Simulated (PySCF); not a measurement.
C3H6O3, charge +1, multiplicity 2. Atoms are numbered in the order given.

```xyz
12

C      2.4384     0.0000    -0.0351
O      1.0930     0.0000    -0.6486
C      0.0000     0.0000     0.0059
O      0.0000     0.0000     1.2863
O     -1.0930     0.0000    -0.6486
C     -2.4384     0.0000    -0.0351
H      2.5530     0.9114     0.5651
H      3.1155     0.0000    -0.8940
H      2.5530    -0.9114     0.5651
H     -3.1155     0.0000    -0.8940
H     -2.5530    -0.9114     0.5651
H     -2.5530     0.9114     0.5651
```
Charge +1, spin multiplicity 2.

Geometry: B3LYP-D3(BJ)/def2-SVP. The spin state was assumed, not searched.

All values below come from SMD-PBE0/6-31G* run with PySCF.

Solvation free energies are E(SMD) − E(gas) at the gas-phase geometry, for 1 M in both phases.

Q: Estimate the solvation free energies in water, methanol, acetone. (The exact figures need the calculation; the answer reports its results.)

A: 
| solvent | ΔG(solv) (kcal/mol) | its non-electrostatic (CDS) part |
|---|---|---|
| water | -57.1 | 6.2 |
| methanol | -57.1 | 5.0 |
| acetone | -55.1 | 0.1 |
